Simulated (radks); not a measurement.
Initial-state core-level shifts of the cerium ion Ce+ when its valence configuration changes from [Xe] 4f1 5d2. Method: Dirac Kohn-Sham, PBEsol, spin-unpolarised, spherical densities, finite nucleus; open shells are shared between the two j in proportion to 2j + 1; Fermi nuclear charge, rms radius 4.8771 fm; computed with a radial shooting solver on a logarithmic mesh with Libxc functionals. Shifts are changes of the shell-averaged eigenvalues in eV (positive: less bound); the change of the density at the nucleus, which sets a Mossbauer isomer shift, is in e/bohr^3, on a base of 3.824e+05.

| valence | 3s | 3p | 4d | 5s | density at nucleus |
|---|---|---|---|---|---|
| 4f1 5d1.5 6p0.5 | -1.593 | -1.593 | -1.593 | -1.563 | +1.40 |
| 5d1.5 6p1.5 | -14.486 | -14.454 | -12.771 | -8.232 | +30.53 |
| 4f1 5d1.5 6s0.5 | -1.045 | -1.045 | -1.044 | -1.013 | +12.04 |
| 4f0.5 5d2 6s0.5 | -5.529 | -5.514 | -4.774 | -2.694 | +24.46 |
| 5d2 6p1 | -12.684 | -12.652 | -11.001 | -6.577 | +28.25 |
| 5d3 | -9.201 | -9.169 | -7.557 | -3.291 | +24.67 |
| 4f1 5d1 6s1 | -2.147 | -2.147 | -2.142 | -2.067 | +25.06 |
| 4f1.5 5d1 6s0.5 | +2.988 | +2.975 | +2.384 | +0.614 | +1.01 |
| 4f2 5d1 | +7.248 | +7.225 | +6.214 | +2.988 | -18.74 |
